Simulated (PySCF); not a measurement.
**Working out the excitation energy of Si**

Si [Ne] 3s2 3p2 (3P) → Si [Ne] 3s1 3p3 (5S). Calculation: PySCF 2.14, in ANO-RCC-VTZP (5s4p2d1f, 34 functions); the spin-free X2C one-electron Hamiltonian (Gaussian nucleus). Frozen: 1s2. Energies in hartree (1 hartree = 27.21139 eV):

```
             part   Si (lower)   Si (upper)
              UHF  -289.460571  -289.363026
MP2 opposite-spin    -0.059918    -0.012515
    MP2 same-spin    -0.015902    -0.026629
```

Q: What does Hartree-Fock give?

A: (-289.363026) − (-289.460571) = 0.097545 hartree = 2.654 eV.

Q: What do MP2 and SCS-MP2 (6/5 opposite-spin, 1/3 same-spin) give?

A: The opposite-spin parts differ by 1.290 eV and the same-spin parts by -0.292 eV. MP2: 2.654 + (1.290) + (-0.292) = 3.652 eV. SCS-MP2: 2.654 + 1.2 × (1.290) + (-0.292)/3 = 4.105 eV.
